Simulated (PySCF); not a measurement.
C4H5, charge -1, singlet, geometry from GFN2-xTB (in this run its highest filled SCF level lies above zero, so its values depend strongly on the basis, on diffuse functions most of all). Base run: B3LYP/6-31G run with PySCF.

PySCF was given this input:
```python
from pyscf import gto, scf, dft, solvent

mol = gto.M(
    atom='''
C    -0.026897    0.018984    2.001013
C    -0.009048   -0.040491    0.661147
C     0.007895   -0.424510   -0.533469
C     0.024449    0.236075   -1.865984
H    -0.956310    0.023990    2.571257
H     0.886961    0.030443    2.595752
H    -0.013754    1.346611   -1.850473
H     0.934334   -0.040729   -2.419680
H    -0.829626   -0.100665   -2.473091
''',
    basis='6-31g',
    charge=-1,
    spin=0,
    verbose=4,
)

mf = dft.RKS(mol)
mf.xc = 'b3lyp'
mf.kernel()
```

The base run was repeated with changes; each row names its change, and settings that it needs were set with it.

```csv
change,ΔE vs base (kJ/mol),HOMO-LUMO gap (eV)
base,0.00,5.05
model = IEF-PCM; solvent = dimethylsulfoxide,-259.3,5.61
model = IEF-PCM; solvent = tetrahydrofuran,-227.0,5.55
model = IEF-PCM; solvent = dichloromethane; vdw_scale = 1.1,[?],[?]
model = IEF-PCM; solvent = dichloromethane; lebedev_order = 41,-233.8,5.56
model = ddCOSMO; solvent = dichloromethane,-226.8,5.54
model = C-PCM; solvent = dichloromethane,-234.9,5.57
model = COSMO; solvent = dichloromethane,-222.2,5.55
model = IEF-PCM; solvent = dichloromethane,[?],5.56
model = IEF-PCM; solvent = water,-261.8,5.62
model = IEF-PCM; solvent = dichloromethane; vdw_scale = 1.4,-207.2,5.41
model = IEF-PCM; solvent = dichloromethane; r_probe = 0.5,[?],[?]
```

Task: What belongs in the gaps?

Result: 
- model = IEF-PCM; solvent = dichloromethane; vdw_scale = 1.1, ΔE vs base (kJ/mol): -246.8
- model = IEF-PCM; solvent = dichloromethane; vdw_scale = 1.1, HOMO-LUMO gap (eV): 5.65
- model = IEF-PCM; solvent = dichloromethane, ΔE vs base (kJ/mol): -233.4
- model = IEF-PCM; solvent = dichloromethane; r_probe = 0.5, ΔE vs base (kJ/mol): -195.8
- model = IEF-PCM; solvent = dichloromethane; r_probe = 0.5, HOMO-LUMO gap (eV): 5.36

The base is the gas phase, so ΔE is the electrostatic part of solvation at a fixed geometry, without cavity and dispersion terms.

The gas-phase anion may not be bound at this level, which the solvent then changes.
